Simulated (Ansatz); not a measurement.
Relaxation of H₃ (3 atoms, charge 0, multiplicity 2), to a largest force component of 0.03 eV/Å in at most 50 steps.

Level of theory: Ansatz, UKS PBE0-D4/def2-SVP.

```xyz
3
Properties=species:S:1:pos:R:3
H 0.404 -0.040 0.029
H 1.103 -0.107 0.077
H -1.507 0.147 -0.106
```

Q: Where does it end, and by what steps?

A: The run converged. The force dipped under the threshold on the way, but the program's further checks kept it going. After 7 steps the energy has fallen by 0.108 eV; H3 moved furthest, 0.72 Å.

| step | energy less start (eV) | largest force component (eV/Å) | accepted |
| --- | --- | --- | --- |
| 0 | 0.0000 | 2.522 | yes |
| 1 | -0.0768 | 0.163 | yes |
| 2 | -0.0809 | 0.150 | yes |
| 3 | -0.0987 | 0.038 | yes |
| 4 | -0.1052 | 0.045 | yes |
| 5 | -0.1074 | 0.016 | yes |
| 6 | -0.1080 | 0.005 | yes |
| 7 | -0.1081 | 0.004 | yes |

```xyz
3
Properties=species:S:1:pos:R:3
H 0.732 -0.071 0.051
H 1.487 -0.146 0.105
H -2.219 0.216 -0.156
```

Whether the end is a true minimum wasn't checked by a vibrational analysis.

The run took 2.2 s on 1 thread of AMD EPYC (Zen 3) (shared host), peak memory 0.083 GiB.
